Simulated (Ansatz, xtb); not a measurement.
Molecule: sum formula WOF2, charge 0, multiplicity 3. The spin state was set by rule; other spins were not relaxed. SMILES: [O]=[W]([F])[F]
Structure (B3LYP-D3(BJ)/def2-TZVP (Ansatz, an electronic-structure program) minimum search):
```xyz
4

W      0.0391    -0.0128    -0.0087
O      1.6133    -0.5290    -0.3568
F     -0.7624    -0.3562     1.6713
F     -0.9933     0.9319    -1.2830
```
Charge 0, spin multiplicity 3.

Harmonic wavenumbers from GFN2-xTB (xtb, at its own minimum), cm⁻¹: 118, 130, 168, 431, 460, 872.

Task: Give the harmonic wavenumbers at B3LYP-D3(BJ)/def2-TZVP (Ansatz, finite differences of forces, unscaled).

Result: 140, 163, 184, 643, 663, 1043 cm⁻¹. Zero-point energy 4.1 kcal/mol.

Task: From these and the geometry, give the ideal-gas thermochemistry at 298.15 K and 1 atm (rigid rotor, harmonic oscillator).

Result: Point group C2v, rotational symmetry number 2. Rotational constants 6.137, 5.096, 2.784 GHz. S(trans) 42.30, S(rot) 24.34, S(vib) 8.41, S(elec, spin only) 2.18, S 77.2 cal/(mol K). H(298) - H(0) 3.73 kcal/mol; G - E(el) -15.2 kcal/mol.
